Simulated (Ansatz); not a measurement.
`O[Si](F)([SiH3])Cl` + BH₃ → `B[Si](O)(F)[SiH3]` + HCl  (formal exchange of groups at the Si–Cl bond)

Program: Ansatz. Geometries: PBE0-D4/def2-TZVP. ΔE: electronic, gas phase. CCSD(T)/CBS adds triple-zeta CCSD(T) − MP2 to the extrapolated MP2 energy (def2 sets, frozen cores). This one scheme is used for every species. Functionals use def2-TZVPP. Each species was taken in one conformer, which may not be the lowest.

```tsv
level	ΔE (kJ/mol)	difference from CCSD(T)/CBS
PBE-D4	124.4	-14.6
r2SCAN-D4	137.9	-1.1
r2SCAN	137.9	-1.1
MP2/def2-TZVPP	148.1	9.1
SCS-MP2/def2-TZVPP	145.9	6.9
CCSD/def2-TZVPP	136.5	-2.5
CCSD(T)/def2-TZVPP	135.7	-3.3
HF/def2-QZVPP	153.8	14.8
SCS-MP2/def2-QZVPP	147.8	8.8
CCSD/CBS(def2)	139.7	0.7
CCSD(T)/CBS	139.0	0
```

Largest T1 diagnostic among the species: 0.013.

In def2-TZVPP, CCSD(T) changes the Hartree–Fock value by −17.6 kJ/mol (the triples alone add −0.7 kJ/mol) and MP2 by −5.3 kJ/mol. From PBE to PBE0 (25 % exact exchange), in def2-TZVPP and without D4, ΔE moves by +7.5 kJ/mol.
